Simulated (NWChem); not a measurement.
Everything below was run with NWChem. System: iodoethane (C2H5I), charge 0, spin multiplicity 1, at a geometry optimised with B3LYP/def2-SVP with def2 effective core potentials on I. Level: PBE/def2-SVP with def2 effective core potentials on I.

Input file:

```
start mol
memory heap 200 mb stack 900 mb global 1100 mb
geometry units angstroms nocenter noautoz
  C      2.449903     0.388848     0.000000
  C      1.121057     1.117352     0.000000
  I     -0.599613    -0.248089     0.000000
  H      2.568305    -0.245375     0.891367
  H      3.268701     1.130597     0.000000
  H      2.568305    -0.245375    -0.891367
  H      0.974204     1.735840     0.894236
  H      0.974204     1.735840    -0.894236
  symmetry group Cs
end
basis spherical
  * library def2-svp
end
ecp
  I library def2-ecp
end
dft
  xc xpbe96 cpbe96
  semidirect memsize 60000000 filesize 0
  iterations 100
end
task dft energy
```

Output (cleaned and shortened):

```
             Northwest Computational Chemistry Package (NWChem) 7.3.0
             --------------------------------------------------------

                                NWChem Input Module
                                -------------------

 Scaling coordinates for geometry "geometry" by  1.889725989
 (inverse scale =  0.529177249)

 Turning off AUTOSYM since
 SYMMETRY directive was detected!

                             Geometry "geometry" -> ""
                             -------------------------

 Output coordinates in angstroms (scale by  1.889725989 to convert to a.u.)

  No.       Tag          Charge          X              Y              Z
 ---- ---------------- ---------- -------------- -------------- --------------
    1 C                    6.0000     2.44990300     0.38884800     0.00000000
    2 C                    6.0000     1.12105700     1.11735200     0.00000000
    3 I                   53.0000    -0.59961300    -0.24808900     0.00000000
    4 H                    1.0000     2.56830500    -0.24537500     0.89136700
    5 H                    1.0000     3.26870100     1.13059700     0.00000000
    6 H                    1.0000     2.56830500    -0.24537500    -0.89136700
    7 H                    1.0000     0.97420400     1.73584000     0.89423600
    8 H                    1.0000     0.97420400     1.73584000    -0.89423600

 Effective nuclear repulsion energy (a.u.)     212.0428958484

            Nuclear Dipole moment (a.u.)
            ----------------------------
        X                 Y               Z
 ---------------- ---------------- ----------------
    -0.0000188973     0.0000188973     0.0000000000

      Symmetry information
      --------------------

 Group name             Cs
 Group number              2
 Group order               2
 No. of unique centers     6

      Symmetry unique atoms

     1    2    3    4    5    7


 Summary of "ao basis" -> "" (spherical)
 ------------------------------------------------------------------------------
       Tag                 Description            Shells   Functions and Types
 ---------------- ------------------------------  ------  ---------------------
 *                          def2-svp                  on all atoms

 Summary of "ao basis" -> "ao basis" (spherical)
 ------------------------------------------------------------------------------
       Tag                 Description            Shells   Functions and Types
 ---------------- ------------------------------  ------  ---------------------
 C                          def2-svp                 6       14   3s2p1d
 I                          def2-svp                10       26   4s4p2d
 H                          def2-svp                 3        5   2s1p

 Summary of "ao basis" -> "ao basis" (spherical)
 ------------------------------------------------------------------------------
       Tag                 Description            Shells   Functions and Types
 ---------------- ------------------------------  ------  ---------------------
 C                          def2-svp                 6       14   3s2p1d
 I                          def2-svp                10       26   4s4p2d
 H                          def2-svp                 3        5   2s1p

      Symmetry analysis of basis
      --------------------------

        a'         52
        a"         27

            General Information
            -------------------
          SCF calculation type: DFT
          Wavefunction type:  closed shell.
          No. of atoms     :     8
          No. of electrons :    42
           Alpha electrons :    21
            Beta electrons :    21
          Charge           :     0
          Spin multiplicity:     1
          Use of symmetry is: on ; symmetry adaption is: on
          Maximum number of iterations: 100
          AO basis - number of functions:    79
                     number of shells:    37
          Convergence on energy requested:  1.00D-06
          Convergence on density requested:  1.00D-05
          Convergence on gradient requested:  5.00D-04

              XC Information
              --------------
          PerdewBurkeErnzerhof Exchange Functional  1.000
            Perdew 1991 LDA Correlation Functional  1.000 local
           PerdewBurkeErnz. Correlation Functional  1.000 non-local

             Grid Information
             ----------------
          Grid used for XC integration:  medium
          Radial quadrature: Mura-Knowles
          Angular quadrature: Lebedev.
          Tag              B.-S. Rad. Rad. Pts. Rad. Cut. Ang. Pts.
          ---              ---------- --------- --------- ---------
          C                   0.70       49          10.0       434
          I                   1.40      123          11.0       590
          H                   0.35       45          11.0       434
          Grid pruning is: on
          Number of quadrature shells:   356
          Spatial weights used:  Erf1

          Convergence Information
          -----------------------
          Convergence aids based upon iterative change in
          total energy or number of iterations.
          Levelshifting, if invoked, occurs when the
          HOMO/LUMO gap drops below (HL_TOL):  1.00D-02
          DIIS, if invoked, will attempt to extrapolate
          using up to (NFOCK): 10 stored Fock matrices.

                    Damping( 0%)  Levelshifting(0.5)       DIIS
                  --------------- ------------------- ---------------
          dE  on:    start            ASAP                start
          dE off:    2 iters        100 iters           100 iters

      Screening Tolerance Information
      -------------------------------
          Density screening/tol_rho:  1.00D-10
          AO Gaussian exp screening on grid/accAOfunc:  14
          CD Gaussian exp screening on grid/accCDfunc:  20
          XC Gaussian exp screening on grid/accXCfunc:  20
          Schwarz screening/accCoul:  1.00D-08

      Superposition of Atomic Density Guess
      -------------------------------------

 Sum of atomic energies:        -424.87313597

      Non-variational initial energy
      ------------------------------

 Total energy =    -375.784906
 1-e energy   =    -857.858136
 2-e energy   =     362.686437
 HOMO         =      -0.325242
 LUMO         =      -0.013149

      Symmetry analysis of molecular orbitals - initial
      -------------------------------------------------

  Numbering of irreducible representations:

     1 a'          2 a"

  Orbital symmetries:

     1 a'          2 a'          3 a'          4 a'          5 a"
     6 a'          7 a'          8 a'          9 a"         10 a'
    11 a"         12 a'         13 a'         14 a'         15 a"
    16 a'         17 a'         18 a"         19 a'         20 a'
    21 a"         22 a'         23 a'         24 a'         25 a"
    26 a'         27 a"         28 a'         29 a'         30 a'
    31 a"

------------------------------------------------------------
EAF file 0: "./mol.aoints.0" size=524288 bytes
------------------------------------------------------------
               write      read    awrite     aread      wait
               -----      ----    ------     -----      ----
     calls:        1         0         0         0         0
   data(b): 5.24e+05  0.00e+00  0.00e+00  0.00e+00
   time(s): 0.00e+00  0.00e+00  0.00e+00  0.00e+00  0.00e+00
rate(mb/s): 0.00e+00  0.00e+00
------------------------------------------------------------

   convergence    iter        energy       DeltaE   RMS-Dens  Diis-err    time
 ---------------- ----- ----------------- --------- --------- ---------  ------
 d= 0,ls=0.0,diis     1   -376.6964602196 -4.96D+02  1.38D-02  3.02D-01     1.6
 d= 0,ls=0.0,diis     2   -376.6466607022  4.98D-02  9.81D-03  5.90D-01     1.9
 d= 0,ls=0.0,diis     3   -376.7247890787 -7.81D-02  2.62D-03  6.03D-02     2.3
 d= 0,ls=0.0,diis     4   -376.7337642041 -8.98D-03  4.31D-04  1.26D-03     2.6
 d= 0,ls=0.0,diis     5   -376.7339038855 -1.40D-04  1.29D-04  1.85D-04     2.9
  Resetting Diis
 d= 0,ls=0.0,diis     6   -376.7339270404 -2.32D-05  3.48D-05  8.30D-06     3.2
 d= 0,ls=0.0,diis     7   -376.7339281923 -1.15D-06  1.14D-05  1.56D-07     3.6
 d= 0,ls=0.0,diis     8   -376.7339281914  8.38D-10  6.02D-06  1.70D-07     3.9

         Total DFT energy =     -376.733928191434
      One electron energy =     -860.829326589766
           Coulomb energy =      399.467698809408
    Exchange-Corr. energy =      -34.759092914307
 Nuclear repulsion energy =      119.386792503231

 Numeric. integr. density =       41.999998942654

     Total iterative time =      3.4s

                  Occupations of the irreducible representations
                  ----------------------------------------------

                     irrep           alpha         beta
                     --------     --------     --------
                     a'               15.0         15.0
                     a"                6.0          6.0

                       DFT Final Molecular Orbital Analysis
                       ------------------------------------

 Vector   19  Occ=2.000000D+00  E=-2.958021D-01  Symmetry=a'
              MO Center=  7.3D-01,  3.5D-01, -5.3D-17, r^2= 4.0D+00
   Bfn.  Coefficient  Atom+Function         Bfn.  Coefficient  Atom+Function
  ----- ------------  ---------------      ----- ------------  ---------------
    39      0.339981  3 I  px                40      0.277414  3 I  py
    19     -0.249535  2 C  py                60      0.227131  5 H  s
    42      0.211827  3 I  px                18     -0.198617  2 C  px
    43      0.181585  3 I  py                 5      0.176686  1 C  py
    22     -0.146638  2 C  py                 4      0.138811  1 C  px

 Vector   20  Occ=2.000000D+00  E=-2.190321D-01  Symmetry=a'
              MO Center= -5.1D-01, -2.0D-01, -1.1D-14, r^2= 2.3D+00
   Bfn.  Coefficient  Atom+Function         Bfn.  Coefficient  Atom+Function
  ----- ------------  ---------------      ----- ------------  ---------------
    40      0.466759  3 I  py                43      0.428967  3 I  py
    39     -0.379968  3 I  px                42     -0.352356  3 I  px
    37     -0.190813  3 I  py                34     -0.154249  3 I  py
    36      0.154660  3 I  px                 3      0.141211  1 C  s
    33      0.125116  3 I  px                 4     -0.092924  1 C  px

 Vector   21  Occ=2.000000D+00  E=-2.176059D-01  Symmetry=a"
              MO Center= -5.3D-01, -1.9D-01, -7.4D-17, r^2= 2.2D+00
   Bfn.  Coefficient  Atom+Function         Bfn.  Coefficient  Atom+Function
  ----- ------------  ---------------      ----- ------------  ---------------
    41      0.599874  3 I  pz                44      0.557746  3 I  pz
    38     -0.245067  3 I  pz                35     -0.198106  3 I  pz
    20     -0.100696  2 C  pz                70     -0.095436  7 H  s
    75      0.095436  8 H  s                 71     -0.071231  7 H  s
    76      0.071231  8 H  s                 56      0.047061  4 H  s

 Vector   22  Occ=0.000000D+00  E=-6.167008D-02  Symmetry=a'
              MO Center=  8.1D-02,  2.3D-01,  4.4D-15, r^2= 3.6D+00
   Bfn.  Coefficient  Atom+Function         Bfn.  Coefficient  Atom+Function
  ----- ------------  ---------------      ----- ------------  ---------------
    17      0.860836  2 C  s                 42     -0.628572  3 I  px
    43     -0.497620  3 I  py                21     -0.422708  2 C  px
    32     -0.382182  3 I  s                 22     -0.357544  2 C  py
    18     -0.331894  2 C  px                39     -0.299918  3 I  px
    19     -0.282072  2 C  py                40     -0.248982  3 I  py

 Vector   23  Occ=0.000000D+00  E= 3.889732D-02  Symmetry=a'
              MO Center=  2.1D+00,  1.1D+00, -3.4D-15, r^2= 5.6D+00
   Bfn.  Coefficient  Atom+Function         Bfn.  Coefficient  Atom+Function
  ----- ------------  ---------------      ----- ------------  ---------------
     3      1.790867  1 C  s                 17      1.112711  2 C  s
    61     -1.094410  5 H  s                 71     -0.897162  7 H  s
    76     -0.897162  8 H  s                 56     -0.696259  4 H  s
    66     -0.696259  6 H  s                 22      0.548512  2 C  py
     7      0.364868  1 C  px                31      0.318477  3 I  s

 Vector   24  Occ=0.000000D+00  E= 7.902794D-02  Symmetry=a'
              MO Center=  1.8D+00,  7.7D-01, -3.3D-18, r^2= 6.2D+00
   Bfn.  Coefficient  Atom+Function         Bfn.  Coefficient  Atom+Function
  ----- ------------  ---------------      ----- ------------  ---------------
     3      2.517661  1 C  s                 17     -2.282619  2 C  s
    71      1.086019  7 H  s                 76      1.086019  8 H  s
    56     -1.058980  4 H  s                 66     -1.058980  6 H  s
    61     -0.510580  5 H  s                 21     -0.344418  2 C  px
     7     -0.241223  1 C  px                22     -0.225131  2 C  py

 center of mass
 --------------
 x =  -0.27635688 y =  -0.11227015 z =   0.00000000

 moments of inertia (a.u.)
 ------------------
         124.103759406323        -178.011881847409           0.000000000000
        -178.011881847409         566.319683803279           0.000000000000
           0.000000000000           0.000000000000         667.473388274140

     Multipole analysis of the density
     ---------------------------------

     L   x y z        total         alpha         beta         nuclear
     -   - - -        -----         -----         ----         -------
     0   0 0 0     -0.000000    -21.000000    -21.000000     42.000000

     1   1 0 0      0.638273    -15.544314    -15.544314     31.726901
     1   0 1 0      0.407319     -6.359833     -6.359833     13.126985
     1   0 0 1      0.000000      0.000000      0.000000      0.000000

     2   2 0 0    -28.133607   -153.902699   -153.902699    279.671791
     2   1 1 0      1.787246    -39.758977    -39.758977     81.305200
     2   1 0 1      0.000000      0.000000      0.000000      0.000000
     2   0 2 0    -29.099331    -45.549578    -45.549578     61.999825
     2   0 1 1     -0.000000     -0.000000     -0.000000      0.000000
     2   0 0 2    -30.479966    -20.932949    -20.932949     11.385933

 Task  times  cpu:        3.9s     wall:        3.9s

 Total times  cpu:        3.9s     wall:        3.9s
```
